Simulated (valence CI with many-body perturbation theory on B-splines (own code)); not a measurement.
Ir VII: electric-dipole lines

Method: relativistic CI+MBPT: three valence electrons over a frozen Dirac-Fock core [Xe] 4f14, radial functions for each j: 7 s, 7 p, 8 d, 6 f, 4 g, 1 h, with the one-electron correlation potential Σ1, the two-electron term Σ2, the three-electron term Σ3, Breit, model QED; selected CI, second order for the rest, scaled by the run's own slope (own B-spline code, finite nucleus).

No measured spectrum was set against this ion. As an estimate, terms of the open shell hold to 2 to 4 % of their energy, and close levels can change places; different configurations can be misplaced against each other by 1,000 to 8,000 cm⁻¹. The list stops below the first excitations out of the core.

Lines 351 to 400 of 564 in falling wavelength, among levels below 37.204 eV, chosen from the strongest by gf and those to the six lowest levels. Wavelengths and rates use the calculated energies, so an error of 2000 cm⁻¹ moves a line at 439.6 Å by 0.88 % and its rate by three times that or more. Electric multipoles are in the length gauge, E1 and E2 with the static RPA response of the core. Weak lines are less certain than strong ones. Lines between different terms over intervals too small for the method are left out, as are lines whose strength nearly cancels. Where a level lies close to another of its J and parity, the split of strength between their lines is uncertain. The highest levels of a list are the least certain.

Levels are named by their leading jj configuration (3d3/2^4 stands for four electrons in 3d with j = 3/2), which in mixed levels can hold well under half, so a name can repeat and another be missing. Letters in brackets count levels of one name in rising energy.

```
λ vac (Å)                          Upper                      Lower   A (s⁻¹)  S (a.u.) with core polarisation  S without
    439.6  (5d3/2 5d5/2 6p3/2) J=5/2 [c]  (5d3/2 5d5/2^2) J=7/2 [b]  1.74e+08                         4.37e-02   5.03e-02
    439.5  (5d3/2 5d5/2 6p3/2) J=7/2 [c]  (5d3/2 5d5/2^2) J=7/2 [b]  3.71e+09                         1.24e+00   1.46e+00
    439.4  (5d3/2 5d5/2 6p1/2) J=7/2 [b]      (5d3/2^2 5d5/2) J=9/2  2.37e+09                         7.92e-01   9.69e-01
    438.8          (5d5/2^2 6p1/2) J=7/2  (5d3/2 5d5/2^2) J=5/2 [a]  9.43e+07                         3.15e-02   3.93e-02
    438.0  (5d3/2 5d5/2 6p3/2) J=9/2 [c]            (5d5/2^3) J=9/2  5.09e+08                         2.11e-01   2.38e-01
    437.7  (5d3/2 5d5/2 6p1/2) J=3/2 [b]      (5d3/2^2 5d5/2) J=1/2  1.08e+07                         1.79e-03   1.95e-03
    437.2      (5d3/2^2 6p3/2) J=3/2 [a]      (5d3/2^2 5d5/2) J=1/2  2.63e+09                         4.34e-01   5.08e-01
    437.2  (5d3/2 5d5/2 6p3/2) J=5/2 [c]  (5d3/2 5d5/2^2) J=5/2 [c]  1.12e+08                         2.77e-02   3.16e-02
    436.7          (5d5/2^2 6p1/2) J=7/2      (5d3/2 5d5/2^2) J=9/2  1.41e+09                         4.64e-01   5.69e-01
    436.7  (5d3/2 5d5/2 6p3/2) J=3/2 [c]            (5d5/2^3) J=3/2  1.28e+09                         2.10e-01   2.45e-01
    436.5  (5d3/2 5d5/2 6p3/2) J=9/2 [a]      (5d3/2 5d5/2^2) J=9/2  1.03e+09                         4.24e-01   5.33e-01
    436.3  (5d3/2 5d5/2 6p3/2) J=3/2 [a]      (5d3/2 5d5/2^2) J=1/2  1.93e+09                         3.17e-01   3.68e-01
    436.3  (5d3/2 5d5/2 6p3/2) J=3/2 [b]  (5d3/2 5d5/2^2) J=5/2 [c]  4.69e+09                         7.69e-01   8.94e-01
    436.1      (5d3/2 5d5/2 6p1/2) J=9/2      (5d3/2^2 5d5/2) J=7/2  1.15e+09                         4.72e-01   5.67e-01
    435.8  (5d3/2 5d5/2 6p3/2) J=5/2 [a]  (5d3/2 5d5/2^2) J=3/2 [a]  2.11e+08                         5.18e-02   5.16e-02
    434.7          (5d5/2^2 6p3/2) J=1/2            (5d5/2^3) J=3/2  9.05e+09                         7.34e-01   8.59e-01
    434.5          (5d5/2^2 6p1/2) J=7/2  (5d3/2 5d5/2^2) J=7/2 [a]  5.26e+09                         1.70e+00   2.06e+00
    434.3  (5d3/2 5d5/2 6p3/2) J=9/2 [a]  (5d3/2 5d5/2^2) J=7/2 [a]  4.95e+08                         2.00e-01   2.31e-01
    434.1  (5d3/2 5d5/2 6p1/2) J=5/2 [b]      (5d3/2^2 5d5/2) J=7/2  1.51e+09                         3.67e-01   4.60e-01
    433.9  (5d3/2 5d5/2 6p3/2) J=7/2 [c]            (5d5/2^3) J=9/2  1.67e+09                         5.40e-01   6.32e-01
    433.7     (5d3/2 5d5/2 6p3/2) J=11/2     (5d3/2 5d5/2^2) J=11/2  5.94e+08                         2.87e-01   3.35e-01
    433.6  (5d3/2 5d5/2 6p3/2) J=5/2 [d]            (5d5/2^3) J=3/2  1.43e+09                         3.46e-01   3.84e-01
    433.6  (5d3/2 5d5/2 6p3/2) J=3/2 [a]  (5d3/2 5d5/2^2) J=3/2 [a]  3.90e+09                         6.27e-01   7.23e-01
    432.7  (5d3/2 5d5/2 6p1/2) J=7/2 [b]      (5d3/2^2 5d5/2) J=7/2  5.06e+09                         1.62e+00   1.95e+00
    432.5  (5d3/2 5d5/2 6p1/2) J=3/2 [b]      (5d3/2^2 5d5/2) J=3/2  6.38e+09                         1.02e+00   1.20e+00
    432.5  (5d3/2 5d5/2 6p3/2) J=5/2 [b]  (5d3/2 5d5/2^2) J=5/2 [b]  3.74e+09                         8.96e-01   1.02e+00
    432.4          (5d5/2^2 6p1/2) J=3/2  (5d3/2 5d5/2^2) J=5/2 [a]  7.12e+08                         1.14e-01   1.27e-01
    431.9      (5d3/2^2 6p3/2) J=3/2 [a]      (5d3/2^2 5d5/2) J=3/2  2.71e+06                         4.31e-04   1.62e-04
    431.7  (5d3/2 5d5/2 6p3/2) J=3/2 [c]  (5d3/2 5d5/2^2) J=5/2 [c]  7.11e+09                         1.13e+00   1.31e+00
    431.0  (5d3/2 5d5/2 6p3/2) J=5/2 [d]  (5d3/2 5d5/2^2) J=7/2 [b]  7.71e+09                         1.83e+00   2.13e+00
    429.5          (5d3/2^2 6p3/2) J=5/2      (5d3/2^2 5d5/2) J=3/2  3.28e+08                         7.69e-02   8.27e-02
    429.5          (5d3/2^2 6p3/2) J=1/2      (5d3/2^2 5d5/2) J=1/2  4.86e+09                         3.80e-01   4.39e-01
    429.4  (5d3/2 5d5/2 6p3/2) J=7/2 [a]  (5d3/2 5d5/2^2) J=5/2 [a]  4.11e+08                         1.28e-01   1.52e-01
    428.2      (5d3/2^2 6p3/2) J=3/2 [b]      (5d3/2 5d5/2^2) J=1/2  4.33e+08                         6.71e-02   7.90e-02
    428.0  (5d3/2 5d5/2 6p3/2) J=5/2 [c]  (5d3/2 5d5/2^2) J=5/2 [b]  3.23e+08                         7.50e-02   8.33e-02
    427.9  (5d3/2 5d5/2 6p3/2) J=9/2 [b]      (5d3/2 5d5/2^2) J=9/2  4.49e+09                         1.74e+00   2.07e+00
    427.9          (5d5/2^2 6p3/2) J=9/2  (5d3/2 5d5/2^2) J=7/2 [b]  5.20e+08                         2.01e-01   2.29e-01
    427.9          (5d3/2^2 6p3/2) J=7/2      (5d3/2^2 5d5/2) J=9/2  8.92e+09                         2.76e+00   3.24e+00
    427.9  (5d3/2 5d5/2 6p3/2) J=7/2 [c]  (5d3/2 5d5/2^2) J=5/2 [b]  5.09e+08                         1.58e-01   1.76e-01
    427.4  (5d3/2 5d5/2 6p3/2) J=7/2 [a]      (5d3/2 5d5/2^2) J=9/2  4.75e+09                         1.47e+00   1.72e+00
    427.2  (5d3/2 5d5/2 6p3/2) J=1/2 [b]            (5d5/2^3) J=3/2  1.68e+09                         1.30e-01   1.61e-01
    427.1  (5d3/2 5d5/2 6p3/2) J=3/2 [b]  (5d3/2 5d5/2^2) J=5/2 [b]  7.31e+09                         1.12e+00   1.31e+00
    426.4  (5d3/2 5d5/2 6p3/2) J=1/2 [a]      (5d3/2 5d5/2^2) J=1/2  5.66e+09                         4.33e-01   5.02e-01
    426.4  (5d3/2 5d5/2 6p3/2) J=3/2 [a]  (5d3/2 5d5/2^2) J=5/2 [a]  6.13e+08                         9.38e-02   1.08e-01
    425.6      (5d3/2^2 6p3/2) J=3/2 [b]  (5d3/2 5d5/2^2) J=3/2 [a]  2.31e+08                         3.52e-02   3.69e-02
    425.5  (5d3/2 5d5/2 6p3/2) J=9/2 [c]     (5d3/2 5d5/2^2) J=11/2  1.46e+10                         5.57e+00   6.52e+00
    425.2  (5d3/2 5d5/2 6p3/2) J=7/2 [a]  (5d3/2 5d5/2^2) J=7/2 [a]  1.42e+09                         4.30e-01   4.82e-01
    425.2  (5d3/2 5d5/2 6p1/2) J=3/2 [a]      (5d3/2^2 5d5/2) J=5/2  4.10e+09                         6.22e-01   7.53e-01
    425.1  (5d3/2 5d5/2 6p1/2) J=5/2 [a]            (5d3/2^3) J=3/2  4.84e+08                         1.10e-01   1.33e-01
    424.4  (5d3/2 5d5/2 6p3/2) J=5/2 [a]  (5d3/2 5d5/2^2) J=7/2 [a]  1.23e+10                         2.77e+00   3.28e+00
```
